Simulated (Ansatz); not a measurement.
FGeH5Si can be A, `[F][GeH2][SiH3]`, or B, `F[SiH2][GeH3]`.

Gas-phase electronic energies from Ansatz, PBE0-D4/def2-TZVP geometries. CBS: MP2 limit from def2 TZ/QZ plus the TZ coupled-cluster correction, frozen cores. DFT in def2-TZVPP. B3LYP here is the variant with VWN-RPA as its local correlation; programs differ in this. For Ge outer-core shells are correlated without core-valence functions, which leaves a few kJ/mol of doubt a bond. Scalar relativity is left out up to krypton.

Problem. Which isomer does CCSD(T)/CBS put lower? Give the gap. (An estimate is asked.)

Solution. The calculation gave: B, by 17.5 kcal/mol.

Problem. Give E(B) − E(A) in kcal/mol with B3LYP, PBE0-D4, BLYP-D4, LDA (SPW92), HF/def2-TZVPP, CCSD(T)/def2-SVP, MP2/def2-TZVPP. (An estimate is asked.)

Solution. The calculation gave: B3LYP -16.0, PBE0-D4 -16.0, BLYP-D4 -15.2, LDA (SPW92) -17.2, HF/def2-TZVPP -16.2, CCSD(T)/def2-SVP -13.0, MP2/def2-TZVPP -17.1. None reverses the order clearly.

Problem. Does the order hold for the free energy at 298.15 K (harmonic terms from PBE0-D4)? (Best estimate.)

Solution. Computed: Yes: G(B) − G(A) = -17.2 kcal/mol.

Largest T1 diagnostic: 0.012.

From PBE to PBE0 (25 % exact exchange), in def2-TZVPP and without D4, E(B) − E(A) moves by −0.9 kcal/mol. Leaving LDA and LC-ωPBE aside and taking each functional with its dispersion term where it has one, the values, not all of them listed here, spread over 2.5 kcal/mol, from r2SCAN0-D4 to revPBE-D4. LDA lies −2.1 kcal/mol from PBE without D4.
